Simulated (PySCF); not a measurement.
All values below come from PBE-D3(BJ)/def2-TZVP // TPSS-D3(BJ)/def2-SVP (PySCF). All species are isolated molecules in the gas phase. One relaxed conformer stands for a flexible species; it need not be the lowest. 

Reference species: [Zn(CH3)(SH)] (neutral, multiplicity 1).

```json
{
 "charge on the central atom (meta-Löwdin)": "1.02 e",
 "HOMO": "-5.90 eV",
 "LUMO": "-1.12 eV",
 "charge on the central atom (Mulliken)": "0.30 e"
}
```

Changed species: [Zn(SH)2] (2 of 2 CH3 replaced by SH; the reference has 1 of 2 CH3 replaced by SH).

Question: What does the change do to the charge on the central atom (meta-Löwdin), HOMO, LUMO and charge on the central atom (Mulliken)?

Answer: the charge on the central atom (meta-Löwdin) rises by 0.03 e, to 1.05 e; the HOMO drops by 0.40 eV, to -6.30 eV; the LUMO falls by 0.78 eV, to -1.90 eV; the charge on the central atom (Mulliken) increases by 0.02 e, to 0.32 e.
